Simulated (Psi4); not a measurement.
carbon monosulfide (CS), singlet, at a GFN2-xTB geometry; DLPNO-MP2/def2-SVP (Psi4).

Here is a job for Psi4.
```
memory 2 GB

molecule {
0 1
  C    -0.00000000   -0.00000000   -1.10631145
  S     0.00000000    0.00000000    0.41486679
}

set basis def2-svp

energy('dlpno-mp2')
print_variables()
```

The log (banner, timings and long lists left out):

```
    SCF Algorithm Type (re)set to DF.

  A requested method does not make use of molecular symmetry: further calculations in C1 point group.

   => Loading Basis Set <=

    Name: DEF2-SVP
    Role: ORBITAL
    Keyword: BASIS

         ---------------------------------------------------------
                                   SCF
               by Justin Turney, Rob Parrish, Andy Simmonett
                          and Daniel G. A. Smith
                              RHF Reference
         ---------------------------------------------------------

  ==> Geometry <==

    Molecular point group: c1
    Full point group: C_inf_v

    Geometry (in Angstrom), charge = 0, multiplicity = 1:

       Center              X                  Y                   Z               Mass
    ------------   -----------------  -----------------  -----------------  -----------------
         C            0.000000000000     0.000000000000    -1.106047944963    12.000000000000
         S            0.000000000000     0.000000000000     0.415130295037    31.972071174400

  Running in c1 symmetry.

  Rotational constants: A = ************  B =      0.83495  C =      0.83495 [cm^-1]
  Rotational constants: A = ************  B =  25031.21300  C =  25031.21300 [MHz]
  Nuclear repulsion =   33.395831526172771

  Charge       = 0
  Multiplicity = 1
  Electrons    = 22
  Nalpha       = 11
  Nbeta        = 11

  ==> Algorithm <==

  SCF Algorithm Type is DF.
  DIIS enabled.
  MOM disabled.
  Fractional occupation disabled.
  Guess Type is SAD.
  Energy threshold   = 1.00e-08
  Density threshold  = 1.00e-08
  Integral threshold = 1.00e-12

  ==> Primary Basis <==

  Basis Set: DEF2-SVP
    Blend: DEF2-SVP
    Number of shells: 14
    Number of basis functions: 32
    Number of Cartesian functions: 34
    Spherical Harmonics?: true
    Max angular momentum: 2

   => Loading Basis Set <=

    Name: (DEF2-SVP AUX)
    Role: JKFIT
    Keyword: DF_BASIS_SCF

  ==> Integral Setup <==

  SCF_SUBTYPE=INCORE selected. In-core MEM_DF algorithm will be used.
  Using in-core AOs.

  ==> MemDFJK: Density-Fitted J/K Matrices <==

    J tasked:                   Yes
    K tasked:                   Yes
    wK tasked:                   No
    Algorithm:                 Core
    Schwarz Cutoff:           1E-12
    Mask sparsity (%):       0.0000
    Fitting Condition:        1E-10

   => Auxiliary Basis Set <=

  Basis Set: (DEF2-SVP AUX)
    Blend: DEF2-UNIVERSAL-JKFIT
    Number of shells: 63
    Number of basis functions: 203
    Number of Cartesian functions: 244
    Spherical Harmonics?: true
    Max angular momentum: 4

  Minimum eigenvalue in the overlap matrix is 1.0443811998E-02.
  Reciprocal condition number of the overlap matrix is 3.1369370664E-03.
    Using symmetric orthogonalization.

  ==> Pre-Iterations <==

  SCF Guess: Superposition of Atomic Densities via on-the-fly atomic UHF (no occupation information).

   -------------------------
    Irrep   Nso     Nmo
   -------------------------
     A         32      32
   -------------------------
    Total      32      32
   -------------------------

  ==> Iterations <==

                           Total Energy        Delta E     RMS |[F,P]|

   @DF-RHF iter SAD:  -434.56284265592654   -4.34563e+02   0.00000e+00
   @DF-RHF iter   1:  -435.14826943309515   -5.85427e-01   3.93689e-03 ADIIS/DIIS
   @DF-RHF iter   2:  -435.15820901490378   -9.93958e-03   3.14089e-03 ADIIS/DIIS
   @DF-RHF iter   3:  -435.16361191837279   -5.40290e-03   6.02294e-04 ADIIS/DIIS
   @DF-RHF iter   4:  -435.16423007086189   -6.18152e-04   2.64073e-04 ADIIS/DIIS
   @DF-RHF iter   5:  -435.16433440137979   -1.04331e-04   6.72124e-05 DIIS
   @DF-RHF iter   6:  -435.16434243798028   -8.03660e-06   1.43425e-05 DIIS
   @DF-RHF iter   7:  -435.16434272110740   -2.83127e-07   1.91318e-06 DIIS
   @DF-RHF iter   8:  -435.16434272501050   -3.90310e-09   2.38065e-07 DIIS
   @DF-RHF iter   9:  -435.16434272507445   -6.39488e-11   1.98476e-08 DIIS
[...]
  @DF-RHF Final Energy:  -435.16434272507507
    Total Energy =                       -435.1643427250751301
[...]
    @Boys  259   2.0042969314820382E+01   5.142695E-12
    @Boys  260   2.0042969314921240E+01   5.032088E-12
    @Boys  261   2.0042969315008886E+01   4.372877E-12
    @Boys  262   2.0042969315057363E+01   2.418643E-12
    @Boys  263   2.0042969315139732E+01   4.109654E-12
    @Boys  264   2.0042969315203475E+01   3.180307E-12
    @Boys  265   2.0042969315288474E+01   4.240822E-12
    @Boys  266   2.0042969315334226E+01   2.282688E-12
    @Boys  267   2.0042969315403106E+01   3.436617E-12
    @Boys  268   2.0042969315437986E+01   1.740288E-12
    @Boys  269   2.0042969315485394E+01   2.365289E-12
    @Boys  270   2.0042969315533689E+01   2.409603E-12
    @Boys  271   2.0042969315568598E+01   1.741706E-12
    @Boys  272   2.0042969315625466E+01   2.837319E-12
    @Boys  273   2.0042969315661239E+01   1.784779E-12
    @Boys  274   2.0042969315700113E+01   1.939523E-12
    @Boys  275   2.0042969315752057E+01   2.591643E-12
    @Boys  276   2.0042969315794370E+01   2.111105E-12
    @Boys  277   2.0042969315833094E+01   1.932078E-12
    @Boys  278   2.0042969315854645E+01   1.075228E-12
    @Boys  279   2.0042969315886442E+01   1.586431E-12
    @Boys  280   2.0042969315909897E+01   1.170237E-12
    @Boys  281   2.0042969315939583E+01   1.481142E-12
    @Boys  282   2.0042969315958970E+01   9.672798E-13

    Boys Localizer converged.

  ==> Forming Local MO Domains <==

    Auxiliary BFs per Local MO:
      Average =   86 AUX BFs (1 atoms)
      Min     =   48 AUX BFs (1 atoms)
      Max     =  110 AUX BFs (2 atoms)

    Projected AOs per Local MO:
      Average =   32 PAOs (2 atoms)
      Min     =   32 PAOs (2 atoms)
      Max     =   32 PAOs (2 atoms)

    Local MOs per Local MO:
      Average =   11 LMOs
      Min     =   11 LMOs
      Max     =   11 LMOs

    Screened 0 of 121 LMO pairs (0.00 %)
             0 pairs met overlap criteria
             23 pairs met energy criteria

    Screened LMO pair energy =  0.000000000000

  ==> Merging LMO Domains into LMO Pair Domains <==

    Auxiliary BFs per Local MO pair:
      Average =  103 AUX BFs (1 atoms)
      Min     =   48 AUX BFs (1 atoms)
      Max     =  110 AUX BFs (2 atoms)

    Local MOs per Local MO pair:
      Average =   11 LMOs
      Min     =   11 LMOs
      Max     =   11 LMOs

    Projected AOs per Local MO pair:
      Average =   32 PAOs (2 atoms)
      Min     =   32 PAOs (2 atoms)
      Max     =   32 PAOs (2 atoms)

    Coefficient sparsity in AO -> LMO transform:   0.00 %
    Coefficient sparsity in AO -> PAO transform:   0.00 %
    Coefficient sparsity in combined transforms:   0.00 %

    Storing transformed LMO/PAO integrals in sparse format.

  ==> Transforming 3-Index Integrals to LMO/PAO basis <==

  ==> Forming Pair Natural Orbitals <==

    Natural Orbitals per Local MO pair:
      Avg:  16 NOs
      Min:   5 NOs
      Max:  21 NOs

    PNO truncation energy = -0.000000178695

  ==> Local MP2 <==

    E_CONVERGENCE = 1.00e-06
    R_CONVERGENCE = 1.00e-06

                     Corr. Energy    Delta E     Max R
  @LMP2 iter   0:  -0.242114223361 -2.421e-01  5.231e-03
  @LMP2 iter   1:  -0.251883460864 -9.769e-03  4.331e-03
  @LMP2 iter   2:  -0.252881813995 -9.984e-04  8.534e-04
  @LMP2 iter   3:  -0.253038552226 -1.567e-04  4.888e-04
  @LMP2 iter   4:  -0.253047051395 -8.499e-06  8.484e-05
  @LMP2 iter   5:  -0.253047330152 -2.788e-07  1.434e-05
  @LMP2 iter   6:  -0.253047365637 -3.548e-08  1.118e-05
  @LMP2 iter   7:  -0.253047368516 -2.879e-09  1.423e-06
  @LMP2 iter   8:  -0.253047368739 -2.223e-10  3.200e-07

  Total DLPNO-MP2 Correlation Energy:  -0.253047547434
    MP2 Correlation Energy:            -0.253047368739
    LMO Truncation Correction:          0.000000000000
    PNO Truncation Correction:         -0.000000178695

  Variable Map:
  ----------------------------------------------------------------------------
[...]
  Array Variable Map:
  ----------------------------------------------------------------------------
[...]
[...]
```
